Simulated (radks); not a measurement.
Question: These are the eigenvalues of the occupied orbitals of an atom or ion with whole-number occupations (hartree). Method: scalar-relativistic Kohn-Sham, OLYP, spin-polarised, spherical densities, point nucleus; computed with a radial shooting solver on a logarithmic mesh with Libxc functionals.

1s up: -198.2154
1s down: -198.1948
2s up: -23.22674
2s down: -23.16131
2p up: -19.57363
2p down: -19.51773
3s up: -3.60550
3p up: -2.62527
3p down: -2.42607
3d up: -1.12780
4p up: -0.57582

Which element is it, and in what charge state? The configuration may be excited. Open shells, if any, are filled with parallel spins first.

Answer: Z = 23, vanadium, charge +2: V2+ in [Ne] 3s1 3p6 3d3 4p1. The list shows which subshells hold electrons but not how many an open one holds; the 1s level, -198.22 hartree, gives Z - s = 19.9 by -(Z - s)^2/2, which with screening and relativity narrows Z to a few neighbours, and the depths of the outer levels then fix element, charge and occupations together.
